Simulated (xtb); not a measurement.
NO₂ (SMILES [O]N=O), doublet, from a rough starting geometry; GFN2-xTB (xtb).

Here is a job for xtb.
```
$ xtb mol.xyz --gfn 2 --uhf 1 --opt vtight --json

# file mol.xyz
3

N      0.03832375    -0.01883735     0.27090368
O      0.02167351     1.15251170    -0.17353221
O     -0.02354037    -1.13983671    -0.17110824
```

What the program printed (banner, timings and long lists left out):

```
   ID    Z sym.   atoms
    1    7 N      1
    2    8 O      2, 3

           -------------------------------------------------
          |                Calculation Setup                |
           -------------------------------------------------

           -------------------------------------------------
          |                 G F N 2 - x T B                 |
           -------------------------------------------------

          ...................................................
          :                      SETUP                      :
          :.................................................:
          :  # basis functions                  12          :
          :  # atomic orbitals                  12          :
          :  # shells                            6          :
          :  # electrons                        17          :
          :  max. iterations                   250          :
          :  Hamiltonian                  GFN2-xTB          :
          :  restarted?                      false          :
          :  GBSA solvation                  false          :
          :  PC potential                    false          :
          :  electronic temp.          300.0000000     K    :
          :  accuracy                    1.0000000          :
          :  -> integral cutoff          0.2500000E+02      :
          :  -> integral neglect         0.1000000E-07      :
          :  -> SCF convergence          0.1000000E-05 Eh   :
          :  -> wf. convergence          0.1000000E-03 e    :
          :  Broyden damping             0.4000000          :
          :  net charge                          0          :
          :  unpaired electrons                  1          :
          ...................................................

 iter      E             dE          RMSdq      gap      omega  full diag
   1    -10.8255508 -0.108256E+02  0.906E+00    1.69       0.0  T
   2    -10.9267846 -0.101234E+00  0.251E+00    1.35       1.0  T
   3    -10.9279970 -0.121241E-02  0.150E+00    1.30       1.0  T
   4    -10.9268104  0.118664E-02  0.905E-01    1.22       1.0  T
   5    -10.9285358 -0.172543E-02  0.113E-01    1.20       1.0  T
   6    -10.9285347  0.113401E-05  0.391E-02    1.21       1.5  T
   7    -10.9285383 -0.362136E-05  0.647E-03    1.21       8.9  T
   8    -10.9285383  0.141750E-07  0.440E-03    1.21      13.1  T
   9    -10.9285383 -0.312665E-07  0.390E-04    1.21     147.9  T
  10    -10.9285383 -0.103835E-09  0.867E-05    1.21     665.8  T

   *** convergence criteria satisfied after 10 iterations ***

         :::::::::::::::::::::::::::::::::::::::::::::::::::::
         ::                     SUMMARY                     ::
         :::::::::::::::::::::::::::::::::::::::::::::::::::::
         :: total energy             -10.897725572769 Eh    ::
         :: gradient norm              0.125227571172 Eh/a0 ::
         :: HOMO-LUMO gap              1.206231116114 eV    ::
         ::.................................................::
         :: SCC energy               -10.928538342137 Eh    ::
         :: -> isotropic ES            0.021741302486 Eh    ::
         :: -> anisotropic ES          0.005330439638 Eh    ::
         :: -> anisotropic XC          0.001014602111 Eh    ::
         :: -> dispersion             -0.000648573831 Eh    ::
         :: repulsion energy           0.030812769369 Eh    ::
         :: add. restraining           0.000000000000 Eh    ::
         :: total charge              -0.000000000000 e     ::
         :::::::::::::::::::::::::::::::::::::::::::::::::::::

      -----------------------------------------------------------
     |                   =====================                   |
     |                        A N C O P T                        |
     |                   =====================                   |
     |               Approximate Normal Coordinate               |
     |                Rational Function Optimizer                |
      -----------------------------------------------------------
      -----------------------------------------------------------
     |                   =====================                   |
     |                        A N C O P T                        |
     |                   =====================                   |
     |               Approximate Normal Coordinate               |
     |                Rational Function Optimizer                |
      -----------------------------------------------------------

          ...................................................
          :                      SETUP                      :
          :.................................................:
          :   optimization level         verytight          :
          :   max. optcycles                   200          :
          :   ANC micro-cycles                  20          :
          :   degrees of freedom                 3          :
          :.................................................:
          :   RF solver                   davidson          :
          :   write xtbopt.log                true          :
          :   linear?                        false          :
          :   energy convergence         0.1000000E-06 Eh   :
          :   grad. convergence          0.2000000E-03 Eh/α :
          :   maxmium RF displ.          1.0000000          :
          :   Hlow (freq-cutoff)         0.1000000E-01      :
          :   Hmax (freq-cutoff)         5.0000000          :
          :   S6 in model hess.         20.0000000          :
          ...................................................

generating ANC from exact Hessian ...
Using Lindh-Hessian (1995)
 Shifting diagonal of input Hessian by    0.0000000000000000
 Lowest  eigenvalues of input Hessian
    0.000000    0.000000    0.000000    0.000000    0.000000    0.000000
    0.522769    1.283720    2.434296
 Highest eigenvalues
[...]
 * total energy  :   -10.8977256 Eh     change       -0.1336886E-10 Eh
 * total energy  :   -10.9057920 Eh     change       -0.8066398E-02 Eh
 * total energy  :   -10.9060764 Eh     change       -0.2844273E-03 Eh
 * total energy  :   -10.9060985 Eh     change       -0.2211640E-04 Eh
 * total energy  :   -10.9061014 Eh     change       -0.2879972E-05 Eh
 * total energy  :   -10.9061017 Eh     change       -0.3380557E-06 Eh
 * total energy  :   -10.9061017 Eh     change       -0.5951305E-08 Eh
   *** GEOMETRY OPTIMIZATION CONVERGED AFTER 7 ITERATIONS ***
[...]

          ...................................................
          :                      SETUP                      :
          :.................................................:
          :  # basis functions                  12          :
          :  # atomic orbitals                  12          :
          :  # shells                            6          :
          :  # electrons                        17          :
          :  max. iterations                   250          :
          :  Hamiltonian                  GFN2-xTB          :
          :  restarted?                      false          :
          :  GBSA solvation                  false          :
          :  PC potential                    false          :
          :  electronic temp.          300.0000000     K    :
          :  accuracy                    1.0000000          :
          :  -> integral cutoff          0.2500000E+02      :
          :  -> integral neglect         0.1000000E-07      :
          :  -> SCF convergence          0.1000000E-05 Eh   :
          :  -> wf. convergence          0.1000000E-03 e    :
          :  Broyden damping             0.4000000          :
          :  net charge                          0          :
          :  unpaired electrons                  1          :
          ...................................................

 iter      E             dE          RMSdq      gap      omega  full diag
   1    -10.9530159 -0.109530E+02  0.109E-04    1.31       0.0  T
   2    -10.9530159 -0.397193E-11  0.610E-05    1.31     947.2  T
   3    -10.9530159 -0.140865E-11  0.426E-05    1.31    1355.8  T

   *** convergence criteria satisfied after 3 iterations ***

         :::::::::::::::::::::::::::::::::::::::::::::::::::::
         ::                     SUMMARY                     ::
         :::::::::::::::::::::::::::::::::::::::::::::::::::::
         :: total energy             -10.906101738350 Eh    ::
         :: gradient norm              0.000027444710 Eh/a0 ::
         :: HOMO-LUMO gap              1.311404169247 eV    ::
         ::.................................................::
         :: SCC energy               -10.953015924371 Eh    ::
         :: -> isotropic ES            0.022273684417 Eh    ::
         :: -> anisotropic ES          0.007151693139 Eh    ::
         :: -> anisotropic XC         -0.001127137150 Eh    ::
         :: -> dispersion             -0.000650700856 Eh    ::
         :: repulsion energy           0.046914186021 Eh    ::
         :: add. restraining           0.000000000000 Eh    ::
         :: total charge               0.000000000000 e     ::
         :::::::::::::::::::::::::::::::::::::::::::::::::::::

           -------------------------------------------------
          |                Property Printout                |
           -------------------------------------------------

    * Orbital Energies and Occupations

         #    Occupation            Energy/Eh            Energy/eV
      -------------------------------------------------------------
         1        2.0000           -0.8231999             -22.4004
         2        2.0000           -0.8006572             -21.7870
         3        2.0000           -0.6868595             -18.6904
         4        2.0000           -0.6844133             -18.6238
         5        2.0000           -0.6594983             -17.9459
         6        2.0000           -0.6308285             -17.1657
         7        2.0000           -0.5343102             -14.5393
         8        2.0000           -0.5247578             -14.2794
         9        1.0000           -0.3787301             -10.3058 (HOMO)
        10                         -0.3305368              -8.9944 (LUMO)
        11                          0.1431621               3.8956
        12                          0.5655925              15.3906
      -------------------------------------------------------------
                  HL-Gap            0.0481932 Eh            1.3114 eV
             Fermi-level           -0.4031887 Eh          -10.9713 eV

     #   Z          covCN         q      C6AA      α(0)
     1   7 N        1.846     0.465    14.891     5.719
     2   8 O        0.923    -0.232    18.575     5.780
     3   8 O        0.923    -0.232    18.575     5.780

 Mol. C6AA /au·bohr⁶  :        155.457695
 Mol. C8AA /au·bohr⁸  :       3226.132777
 Mol. α(0) /au        :         17.278796

Wiberg/Mayer (AO) data.
largest (>0.10) Wiberg bond orders for each atom

 ---------------------------------------------------------------------------
     #   Z sym  total        # sym  WBO       # sym  WBO       # sym  WBO
 ---------------------------------------------------------------------------
     1   7 N    3.475 --     3 O    1.738     2 O    1.738
     2   8 O    2.191 --     1 N    1.738     3 O    0.454
     3   8 O    2.191 --     1 N    1.738     2 O    0.454
 ---------------------------------------------------------------------------

Topologies differ in total number of bonds
Writing topology from bond orders to xtbtopo.mol

molecular dipole:
                 x           y           z       tot (Debye)
 q only:        0.033      -0.001       0.371
   full:        0.028      -0.001       0.316       0.807
molecular quadrupole (traceless):
                xx          xy          yy          xz          yz          zz
 q only:        0.976      -0.061      -2.046       0.024      -0.007       1.070
  q+dip:        1.903      -0.111      -3.640      -0.002      -0.010       1.737
   full:        2.407      -0.126      -3.894      -0.071      -0.009       1.487

optimized geometry written to: xtbopt.xyz

           -------------------------------------------------
          | TOTAL ENERGY              -10.906101738350 Eh   |
          | GRADIENT NORM               0.000027444710 Eh/α |
          | HOMO-LUMO GAP               1.311404169247 eV   |
           -------------------------------------------------
```
